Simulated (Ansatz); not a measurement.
Isolated molecules relaxed with PBE0-D4/def2-TZVP in Ansatz; ΔE leaves out vibrations. CCSD(T)/CBS is the MP2 limit (def2-TZVPP, def2-QZVPP) plus CCSD(T) − MP2 in def2-TZVPP, frozen cores. This one scheme is used for every species. Functionals use def2-TZVPP. Each species was taken in one conformer, which may not be the lowest.

`C=C[Si](C)(F)Cl` + `CF` → `C=CCF` + `C[SiH](F)Cl`  (formal exchange of groups at a C–Si bond)

| level | ΔE (kcal/mol) |
| --- | --- |
| B2PLYP | 6.9 |
| HF/def2-TZVPP | 5.9 |

**Question.** What does CCSD(T)/CBS give? (An estimate is asked.)

**Answer.** The calculation gave: +7.9 kcal/mol. The listed levels differ from it by -1.0, -2.0 kcal/mol.

Largest T1 diagnostic among the species: 0.011.

The D4 term adds +1.9 kcal/mol with B3LYP and +1.1 kcal/mol with PBE0; it sums over pairs of atoms, weighted by their polarisabilities, and B3LYP, whose exchange is more repulsive, gets the larger term. In def2-TZVPP, CCSD(T) changes the Hartree–Fock value by +1.8 kcal/mol (the triples alone add +0.4 kcal/mol) and MP2 by +2.4 kcal/mol.

B3LYP here is the variant with VWN-RPA as its local correlation; programs differ in this.
